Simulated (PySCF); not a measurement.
All of these have the formula C4H7FO2S. The calculation used TDDFT B3LYP/def2-SVPD, vertical, gas phase, core orbitals frozen in the response in PySCF. Geometries: GFN2-xTB; one conformer of each isolated species. Triplets are in the Tamm–Dancoff approximation.

A. `C[C@@H]1CS(=O)(=O)[C@@H]1F`
B. `CO[C@@H]1[C@@H](F)C[S@@]1=O`
C. `C[C@@H]1CS(=O)(=O)[C@H]1F`
D. `COC(=S)[C@H](F)OC`

Lowest singlet levels (six at most, fewer where fewer were computed) with oscillator strengths:

1. 175 nm (f 0.009); 166 nm (f 0.030); 162 nm (f 0.023); 160 nm (f 0.005); 156 nm (f 0.012); 155 nm (f 0.010); T1 6.60 eV
2. 378 nm (f 0.000); 229 nm (f 0.090); 214 nm (f 0.066); 200 nm (f 0.001); 198 nm (f 0.088); 193 nm (f 0.021); T1 2.89 eV
3. 178 nm (f 0.009); 166 nm (f 0.009); 162 nm (f 0.005); 159 nm (f 0.013); 159 nm (f 0.004); 154 nm (f 0.058); T1 6.64 eV
4. 245 nm (f 0.015); 233 nm (f 0.033); 211 nm (f 0.035); 207 nm (f 0.007); 201 nm (f 0.016); 190 nm (f 0.023); T1 4.36 eV

**Question.** Which spectrum belongs to which structure?

**Answer.** 1 = C, 2 = D, 3 = A, 4 = B.
- A: S1 at 6.96 eV, HOMO→LUMO (90%); Löwdin shares by element: HOMO oxygen 41%, carbon 16% or more, sulfur 13% (atoms not listed hold the other 30%); LUMO carbon 25% or more, sulfur 14%, hydrogen 10% or more (atoms not listed hold the other 51%); HOMO -8.32 and LUMO -0.32 eV.
- B: S1 at 5.06 eV, HOMO→LUMO (89%); Löwdin shares by element: HOMO oxygen 48%, sulfur 28%, carbon 10% or more; LUMO sulfur 42%, carbon 22% or more, oxygen 10% or more (atoms not listed hold the other 26%); HOMO -6.65 and LUMO -0.48 eV.
- C: S1 at 7.08 eV, HOMO→LUMO (93%); Löwdin shares by element: HOMO oxygen 42%, carbon 16% or more, sulfur 13% (atoms not listed hold the other 30%); LUMO carbon 25% or more, sulfur 15%, hydrogen 10% or more (atoms not listed hold the other 50%); HOMO -8.29 and LUMO -0.07 eV.
- D: S1 at 3.28 eV, HOMO→LUMO (100%); S1 has the pattern of n→π* at C=S; HOMO -6.69 and LUMO -2.00 eV.
A and C have S1 within 0.13 eV of each other; their strongest listed levels stand at 8.03 eV (f 0.058) and 7.48 eV (f 0.030).
